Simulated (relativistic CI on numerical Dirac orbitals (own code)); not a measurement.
## Pt2+: L2,3 absorption edge

Computed with this model: Dirac-Coulomb-Breit CI, orbitals from a KLI potential per configuration, model QED (radiative potential, 1s self-energy scaled to tabulated hydrogen-like ionisation energies), valence Slater integrals scaled by 0.9, multiplet model of core-to-valence dipole absorption; configurations [Xe] 4f14 5d8 → [He] 2s2 2p5 3s2 3p6 3d10 4s2 4p6 4d10 4f14 5s2 5p6 5d9; 300 K; Lorentzian 5 eV and Gaussian 1 eV FWHM. Energies are those of the free ion, without screening or charge transfer. The branching ratio is the share of the lower-energy edge in the whole absorption, uncertain by about 0.02 where the edges overlap. S is read from ⟨S²⟩ = S(S + 1).

Field parameters in Wybourne normalisation: D3d B²₀ = −7Dσ, B⁴₀ = −14Dq − 21Dτ, B⁴₃ = −14√(10/7) Dq. The field is a parameter set, without covalency.

free ion: ground-state S = 0.98, centroid 11605.13 eV, branching ratio 0.974. Peaks (eV, height): 11560.5 (100).

D3d, 10Dq = 31900, Dσ = -1200, Dτ = -200 cm⁻¹: ground-state S = 0.99, centroid 11893.86 eV, branching ratio 0.806. Peaks (eV, height): 11562.5 (100), 13273.5 (24).

The statistical ratio of this edge is 2/3 = 0.667. Values above it arise where the holes sit mainly in the j = l + 1/2 valence subshell or the ground state has high spin; values below it where core-valence Coulomb terms move weight to the upper edge, as in nearly empty shells. At deep edges of heavy elements the radial integrals of the two core levels differ, which raises the baseline.

Strongest unbroadened transitions for D3d, 10Dq = 31900, Dσ = -1200, Dτ = -200 cm⁻¹:

```
Energy (eV)  Relative strength
   11562.42               52.0
   11562.43                3.3
   11562.44               11.4
   11562.45               48.5
   11562.48               42.1
   11562.49                5.0
   11562.51              100.0
   11562.53               52.9
   11562.81               11.0
   11562.82               21.5
   11565.76                0.2
   13273.19               20.8
   13273.21                0.4
   13273.22               17.0
   13273.24                5.0
   13273.30               25.4
   13273.32                4.5
   13273.33               10.4
```
